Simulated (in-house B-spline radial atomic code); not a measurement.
Values are calculated unless marked as measured or tabulated.
Ghost states of the separable form: I

I, [Kr] 4d10 5s2 5p5, non-relativistic LDA (VWN5), spherical and spin-unpolarised, from a B-spline radial code for spherical atoms (atomic units; all potentials screened as in the neutral atom).

Troullier-Martins channels: 5s (ε = -0.5963, r_c = 2.061 bohr), 5p (ε = -0.2679, r_c = 2.278 bohr). In the Kleinman-Bylander form one channel serves as the local potential, and each other channel l becomes |δV u><u δV|/<u|δV|u>, with δV = V_l − V_local and u the pseudo-orbital. Its strength is E_KB = <u|δV²|u>/<u|δV|u>. By the analysis of Gonze, Stumpf and Scheffler a spurious state lies below the reference level ε if E_KB > 0 and ε is above the second level of the local potential alone, or if E_KB < 0 and ε is above its first. The table's levels are those of angular momentum l in a sphere of 9 bohr, whose wall can lift a shallow ε a little above its free-atom value.

```csv
local,channel,<u δV u>,<u δV² u>,ε,first local level,second local level
p,s,-0.031791,0.084608,-0.5963,-0.5842,0.0120
s,p,0.0271,0.040531,-0.2678,-0.3009,0.0878
```

Q: Apply the rule to each row.

A: Local p, channel s: E_KB = -2.66, so ε = -0.5963 is set against -0.5842: no ghost. Local s, channel p: E_KB = +1.5, so ε = -0.2678 is set against 0.0878: no ghost.

Diagonalising the separable Hamiltonian gives:

| local | channel | three lowest levels | all-electron, two lowest valence levels |
| --- | --- | --- | --- |
| p | s | -0.5963, 0.0078, 0.2513 | -0.5963, 0.0181 |
| s | p | -0.2678, 0.0936, 0.4194 | -0.2678, 0.0938 |

Q: Which choices of local channel are safe?

A: All are free of ghosts. Among the safe choices the second level, which tests transfer, is off by at most 0.2 millihartree (s local), 10.3 millihartree (p local).
